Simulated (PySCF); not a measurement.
Geometry (Å), atoms numbered from 1 in this order:
```xyz
19

C     4.976    1.517   -0.148
C     3.893    1.028   -0.345
C     2.678    0.466   -0.568
C     1.584   -0.003   -0.778
C     0.310   -0.628   -0.992
Cl    0.616   -2.355   -1.529
C    -0.548   -0.618    0.251
C    -1.970   -1.188    0.063
C    -2.799   -0.064    0.719
Si   -1.268    1.077    0.818
H     5.918    1.945    0.025
H    -0.208   -0.166   -1.838
H    -0.014   -1.142    1.045
H    -2.109   -2.162    0.530
H    -2.209   -1.290   -0.995
H    -3.642    0.265    0.115
H    -3.195   -0.361    1.688
H    -1.191    2.131   -0.192
H    -0.832    1.556    2.126
```

- PBE0/pcSseg-1 with gauge-including orbitals
- coordinates at the GFN2-xTB level
- code: PySCF
- non-relativistic Hamiltonian, gas phase, one conformer

Referencing at the same level of theory: 13C vs TMS.

Do the 13C shifts follow the atomic charges (in e)? Tabulate both.

Answers


```
atoms  hybridisation  δ (ppm)  σ para (ppm)  Hirshfeld    IAO  Mulliken  ESP-fitted
   C3             sp     81.1          -139      -0.04  -0.04     +0.07       -0.08
   C1             sp     78.4          -154      -0.07  -0.19     -0.38       -0.39
   C4             sp     77.6          -149      -0.02  -0.01     +0.10       +0.08
   C2             sp     73.1          -134      -0.04  -0.03     +0.22       +0.10
   C5            sp3     61.5          -118      +0.02  -0.08     -0.29       -0.40
   C7            sp3     39.2          -103      -0.11  -0.37     -0.48       -0.08
   C8            sp3     29.1           -91      -0.07  -0.25     -0.13       -0.07
   C9            sp3      4.3           -72      -0.16  -0.54     -0.51       -0.25
```

Correlation coefficients of δ with charge over these carbons: Hirshfeld +0.76, IAO +0.90, Mulliken +0.63, ESP-fitted +0.15; with the paramagnetic shielding -0.97. Among the 4 sp carbons alone: Hirshfeld -0.12, IAO -0.23, Mulliken -0.39, ESP-fitted -0.47. With so few points, grouped by hybridisation, these coefficients are fragile. Charge is one influence among several: hybridisation and low-lying excitations act through the paramagnetic term.

Carbons that carry Cl, above all several Cl atoms, come out too deshielded, partly because spin–orbit coupling is missing. Shifts are as computed. Against solution values, carbons near 30 ppm lie about +3 ppm off and those near 130 ppm about +5 ppm; carbons on Cl a further +6 ppm. Of 1309 compounds with measured shifts, 239 miss one by over three times the rms of a fit or turn the order of signals round; such compounds aren't used in these exercises.
